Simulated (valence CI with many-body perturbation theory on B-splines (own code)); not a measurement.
E1 transitions of W XLIII

Calculated by valence CI with perturbative core correlation (CI+MBPT): four valence electrons over a frozen Dirac-Fock core [Ar] 3d10, a basis of 11 s, 11 p, 9 d, 7 f, 5 g, 2 h, 1 i functions for each j, with the one-electron correlation potential Σ1, the two-electron term Σ2, the three-electron term Σ3, Breit, model QED; selected CI, second order for the rest (own B-spline code, finite nucleus).

The last digits are not significant, and no measured levels were compared; by estimate large intervals hold to a few tenths of a per cent, small ones and those within an open d or f shell to about a per cent.

Lines 51 to 100 of 232 in falling wavelength, among levels below 3995.4 × 10³ cm⁻¹, chosen from the strongest by gf and those to the six lowest levels. Wavelengths and rates use the calculated energies. Electric multipoles are in the length gauge, E1 and E2 with the static RPA response of the core. Weak lines are less certain than strong ones. Lines between different terms over intervals too small for the method are left out, as are lines whose strength nearly cancels. The highest levels of a list are the least certain.

Levels are named by their leading jj configuration (3d3/2^4 stands for four electrons in 3d with j = 3/2), which in mixed levels can hold well under half, so a name can repeat and another be missing. Letters in brackets count levels of one name in rising energy.

```
λ vac (Å)                           Upper                       Lower   A (s⁻¹)  S (a.u.) with core polarisation  S without
    117.5  (4s 4p1/2 4p3/2 4d5/2) J=2 [d]      (4s^2 4p3/2 4d5/2) J=3  2.04e+10                         8.18e-02   8.70e-02
    117.2  (4s 4p1/2 4p3/2 4d5/2) J=4 [b]      (4s^2 4p3/2 4d5/2) J=4  1.08e+10                         7.76e-02   8.25e-02
    117.2           (4p1/2^2 4p3/2^2) J=0  (4s 4p1/2 4p3/2^2) J=1 [a]  5.64e+10                         4.49e-02   4.77e-02
    116.4          (4s 4p1/2^2 4p3/2) J=1      (4s^2 4p1/2 4p3/2) J=2  3.41e+10                         7.97e-02   8.48e-02
    115.6          (4s 4p1/2^2 4d5/2) J=2  (4s 4p1/2 4p3/2^2) J=2 [a]  8.23e+09                         3.13e-02   3.33e-02
    115.5      (4s 4p1/2 4p3/2^2) J=1 [a]          (4s^2 4p3/2^2) J=2  8.65e+09                         1.97e-02   2.10e-02
    112.7      (4s 4p1/2 4p3/2^2) J=2 [c]          (4s^2 4p3/2^2) J=2  2.13e+10                         7.51e-02   7.98e-02
    112.0           (4p1/2^2 4p3/2^2) J=2      (4s 4p1/2 4p3/2^2) J=3  4.70e+10                         1.63e-01   1.74e-01
    111.9          (4s 4p1/2^2 4p3/2) J=1      (4s^2 4p1/2 4p3/2) J=1  8.71e+09                         1.81e-02   1.92e-02
    111.2      (4s 4p1/2 4p3/2^2) J=1 [b]          (4s^2 4p3/2^2) J=2  1.74e+10                         3.54e-02   3.76e-02
    110.3  (4s 4p1/2 4p3/2 4d3/2) J=1 [d]      (4s^2 4p3/2 4d3/2) J=2  1.09e+10                         2.17e-02   2.31e-02
    109.1  (4s 4p1/2 4p3/2 4d5/2) J=3 [c]      (4s^2 4p3/2 4d5/2) J=4  1.51e+10                         6.77e-02   7.20e-02
    109.1  (4s 4p1/2 4p3/2 4d5/2) J=4 [c]      (4s^2 4p3/2 4d5/2) J=4  7.98e+09                         4.60e-02   4.88e-02
    107.6           (4p1/2^2 4p3/2^2) J=2  (4s 4p1/2 4p3/2^2) J=2 [b]  8.10e+09                         2.49e-02   2.65e-02
    106.9  (4s 4p1/2 4p3/2 4d3/2) J=2 [e]      (4s^2 4p3/2 4d3/2) J=3  2.49e+10                         7.50e-02   7.97e-02
    94.56           (4p1/2^2 4p3/2^2) J=2  (4s 4p1/2 4p3/2^2) J=2 [a]  6.80e+09                         1.42e-02   1.51e-02
    89.75  (4s 4p1/2 4p3/2 4d3/2) J=2 [a]      (4s 4p1/2 4p3/2^2) J=3  1.15e+10                         2.04e-02   2.17e-02
    88.74          (4s 4p1/2^2 4d3/2) J=1      (4s 4p1/2^2 4p3/2) J=1  2.19e+10                         2.27e-02   2.40e-02
    88.59  (4s 4p1/2 4p3/2 4d3/2) J=3 [a]      (4s 4p1/2 4p3/2^2) J=3  7.33e+09                         1.76e-02   1.86e-02
    88.47  (4s 4p1/2 4p3/2 4d3/2) J=2 [b]  (4s 4p1/2 4p3/2^2) J=2 [c]  8.21e+09                         1.40e-02   1.49e-02
    83.30          (4s^2 4p1/2 4d3/2) J=2      (4s^2 4p1/2 4p3/2) J=2  1.00e+10                         1.43e-02   1.51e-02
    80.97          (4s^2 4p1/2 4d3/2) J=2      (4s^2 4p1/2 4p3/2) J=1  7.75e+08                         1.02e-03   1.07e-03
    80.72          (4s^2 4p3/2 4d3/2) J=1          (4s^2 4p3/2^2) J=0  4.19e+08                         3.27e-04   3.38e-04
    80.31          (4s 4p1/2^2 4d3/2) J=1      (4s 4p1/2^2 4p3/2) J=2  6.97e+09                         5.35e-03   5.66e-03
    79.30  (4s 4p1/2 4p3/2 4d3/2) J=3 [b]      (4s 4p1/2 4p3/2^2) J=3  7.35e+09                         1.27e-02   1.34e-02
    78.65          (4s 4p1/2^2 4d3/2) J=2      (4s 4p1/2^2 4p3/2) J=2  2.54e+10                         3.05e-02   3.22e-02
    77.22  (4s 4p1/2 4p3/2 4d3/2) J=2 [d]      (4s 4p1/2 4p3/2^2) J=3  1.03e+10                         1.17e-02   1.23e-02
    76.73          (4s^2 4p3/2 4d3/2) J=2          (4s^2 4p3/2^2) J=2  1.28e+09                         1.43e-03   1.49e-03
    76.12          (4s^2 4p3/2 4d3/2) J=1          (4s^2 4p3/2^2) J=2  3.84e+09                         2.50e-03   2.62e-03
    75.62          (4s^2 4p3/2 4d3/2) J=3          (4s^2 4p3/2^2) J=2  1.99e+09                         2.97e-03   3.15e-03
    75.57          (4s^2 4p1/2 4f5/2) J=3      (4s^2 4p1/2 4d5/2) J=3  7.35e+09                         1.10e-02   1.15e-02
    75.09  (4s 4p1/2 4p3/2 4d5/2) J=2 [b]  (4s 4p1/2 4p3/2^2) J=2 [c]  1.55e+10                         1.62e-02   1.70e-02
    74.24          (4s^2 4p1/2 4d3/2) J=1      (4s^2 4p1/2 4p3/2) J=2  8.41e+08                         5.10e-04   5.51e-04
    72.39          (4s^2 4p1/2 4d3/2) J=1      (4s^2 4p1/2 4p3/2) J=1  3.93e+09                         2.21e-03   2.31e-03
    72.22  (4s 4p1/2 4p3/2 4d5/2) J=2 [a]  (4s 4p1/2 4p3/2^2) J=2 [b]  2.34e+10                         2.18e-02   2.29e-02
    72.22      (4s 4p1/2 4p3/2^2) J=2 [a]      (4s^2 4p1/2 4p3/2) J=2  7.64e+09                         7.11e-03   7.49e-03
    71.89          (4s 4p1/2^2 4d5/2) J=2      (4s 4p1/2^2 4p3/2) J=1  8.42e+10                         7.72e-02   8.13e-02
    71.79          (4s^2 4p3/2 4d5/2) J=2          (4s^2 4p3/2^2) J=2  3.99e+10                         3.65e-02   3.83e-02
    71.37  (4s 4p1/2 4p3/2 4d5/2) J=3 [a]      (4s 4p1/2 4p3/2^2) J=3  5.76e+10                         7.23e-02   7.62e-02
    71.16  (4s 4p1/2 4p3/2 4d5/2) J=1 [b]  (4s 4p1/2 4p3/2^2) J=2 [c]  2.02e+10                         1.08e-02   1.14e-02
    70.59  (4s 4p1/2 4p3/2 4d5/2) J=3 [c]  (4s 4p1/2 4p3/2^2) J=2 [c]  9.54e+09                         1.16e-02   1.22e-02
    70.46      (4s 4p1/2 4p3/2^2) J=2 [a]      (4s^2 4p1/2 4p3/2) J=1  3.38e+10                         2.92e-02   3.07e-02
    70.44          (4s^2 4p1/2 4d5/2) J=3      (4s^2 4p1/2 4p3/2) J=2  8.98e+10                         1.08e-01   1.14e-01
    69.74  (4s 4p1/2 4p3/2 4d5/2) J=2 [b]      (4s 4p1/2 4p3/2^2) J=3  4.48e+10                         3.75e-02   3.96e-02
    69.55  (4s 4p1/2 4p3/2 4d5/2) J=3 [a]  (4s 4p1/2 4p3/2^2) J=2 [b]  2.51e+10                         2.92e-02   3.07e-02
    69.29          (4s^2 4p1/2 4f7/2) J=4      (4s^2 4p1/2 4d5/2) J=3  1.19e+11                         1.75e-01   1.84e-01
    69.14  (4s 4p1/2 4p3/2 4d5/2) J=3 [b]      (4s 4p1/2 4p3/2^2) J=3  2.08e+10                         2.38e-02   2.51e-02
    68.91  (4s 4p1/2 4p3/2 4d5/2) J=2 [c]  (4s 4p1/2 4p3/2^2) J=1 [b]  3.50e+10                         2.83e-02   2.98e-02
    68.83      (4s 4p1/2 4p3/2 4d5/2) J=0  (4s 4p1/2 4p3/2^2) J=1 [b]  3.10e+11                         4.98e-02   5.27e-02
    68.71  (4s 4p1/2 4p3/2 4d5/2) J=4 [b]      (4s 4p1/2 4p3/2^2) J=3  5.76e+10                         8.30e-02   8.74e-02
```
